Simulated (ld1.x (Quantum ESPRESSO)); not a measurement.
Re: one change to a TM potential, before and after

rhenium, norm-conserving Troullier–Martins (Kleinman–Bylander form), made with ld1.x (Quantum ESPRESSO) 7.5 (Wu–Cohen, scalar-relativistic). Core [Xe] 4f14, reference 5d5 6s2 6p0. Waves: 6s (bound): rc 2.50 bohr; 5d (bound): rc 1.70 bohr; 6p (bound, empty): rc 3.80 bohr. Local part: the p channel. Core correction: a·sin(br)/r model core inside 1.20 bohr.

All-electron outer shells of the reference configuration (Wu–Cohen, scalar-relativistic, ld1.x):

```
shell  level (eV)  outermost node (bohr)  outermost maximum (bohr)
   5p      -47.02                   0.56                      1.06
   4f      -42.33                      –                      0.41
   6s       -5.99                   1.24                      2.57
   5d       -5.39                   0.62                      1.43
   6p       -1.27                   1.48                      3.56
```

Change: core correction none.

Cutoffs: the cutoffs (Ry, on a coarse ladder) from which the occupation-weighted sum of valence levels, in a spherical-Bessel basis at the reference potential, stays within 10 and 1 mRy of its value at 400 Ry; they do not see the model core or the augmentation charge, which bear on the density cutoff. Errors are all-electron minus pseudo energies relative to the spin-unpolarised reference configuration.

**Question.** How do hardness, ghosts and transferability respond?

**Answer.** The potential gets neither clearly harder nor softer (35 Ry and 40 Ry → 35 Ry and 40 Ry); of the 7 tests that both files solve, the error grows in 0 and shrinks in 6 by more than 15 % and 0.3 meV (median size 70.0 → 38.6 meV); neither file shows a bound ghost.

```csv
quantity,base,changed
"cutoff, loose",35 Ry,35 Ry
"cutoff, tight",40 Ry,40 Ry
bound ghosts,none,none
"error for 5d5 6s1 6p0, meV [ΔE 9.31 eV]",-13,-12
"error for 5d5 6s0 6p0, meV [ΔE 25.66 eV]",-77,-62
"error for 5d4 6s0 6p0, meV [ΔE 52.82 eV]",-309,-231
"error for 5d5 6s0 6p1, meV [ΔE 15.22 eV]",-20,-11
"error for 5d6 6s0 6p0, meV [ΔE 9.45 eV]",-144,-87
"error for 5d5.5 6s1.5 6p0, meV [ΔE 0.39 eV]",-23,-15
"error for 5d4 6s2 6p0, meV [ΔE 10.00 eV]",-70,-39
s: phases at 4.11 bohr within 0.05 rad from the reference energy up to (Ry; the scan ends near 5),0.6,0.6
p: phases at 4.11 bohr within 0.05 rad from the reference energy up to (Ry; the scan ends near 5),1.2,1.2
d: phases at 4.11 bohr within 0.05 rad from the reference energy up to (Ry; the scan ends near 5),0.3,0.3
```
